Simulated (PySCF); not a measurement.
BOCl, SMILES O=BCl. Atoms are numbered in the order given.

```xyz
3

B      0.0000     0.0000    -0.6295
O      0.0000     0.0000    -1.8385
Cl     0.0000     0.0000     1.0503
```

Geometry optimised at r2SCAN-D4/def2-TZVP.

Level of theory: PBE/def2-TZVPD in PySCF.

Mulliken values depend strongly on the basis, most of all with diffuse functions as here. ESP charges are fitted to the potential on shells at 1.4 to 2.0 van der Waals radii. Atomic charges (e):

```json
[
 {"atom": "B1", "ESP fit": "0.36", "Mulliken": "0.53", "meta-Löwdin": "___"},
 {"atom": "O2", "ESP fit": "-0.40", "Mulliken": "-0.35", "meta-Löwdin": "___"},
 {"atom": "Cl3", "ESP fit": "0.04", "Mulliken": "-0.18", "meta-Löwdin": "___"}
]
```

Fill in the missing entries. (Estimate from the structure and the level; the computed values follow.)


- B1, meta-Löwdin: 0.31
- O2, meta-Löwdin: -0.37
- Cl3, meta-Löwdin: 0.05
